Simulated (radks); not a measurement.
The mean radii <r> (bohr) of the occupied orbitals of an atom or ion are listed with their occupations. Method: scalar-relativistic Kohn-Sham, PBEsol, spin-polarised, spherical densities, finite nucleus; Fermi nuclear charge, rms radius of each element as measured or else 0.836 A^(1/3) + 0.57 fm; computed with a radial shooting solver on a logarithmic mesh with Libxc functionals.

| orbital | occ. | <r> |
|---|---|---|
| 1s up | 1 | 0.04703 |
| 1s down | 1 | 0.04703 |
| 2s up | 1 | 0.2102 |
| 2s down | 1 | 0.2102 |
| 2p up | 3 | 0.1838 |
| 2p down | 3 | 0.1838 |
| 3s up | 1 | 0.6246 |
| 3s down | 1 | 0.6244 |
| 3p up | 3 | 0.6469 |
| 3p down | 3 | 0.6462 |
| 3d up | 5 | 0.7250 |
| 3d down | 5 | 0.7202 |
| 4p up | 1 | 2.124 |

Name the element and its charge. Open shells, if any, are filled with parallel spins first.

Answer. Z = 32, germanium, charge +3: Ge3+ in [Ar] 3d10 4p1. The 1s radius gives Z: for a bare nucleus <r> = (2 gamma + 1)/(2Z) with gamma = sqrt(1 - (Z/c)^2), 0.04601 bohr for Z = 32, and screening makes it slightly larger (0.04703 here). The occupations add up to 29, and the charge is Z minus that.
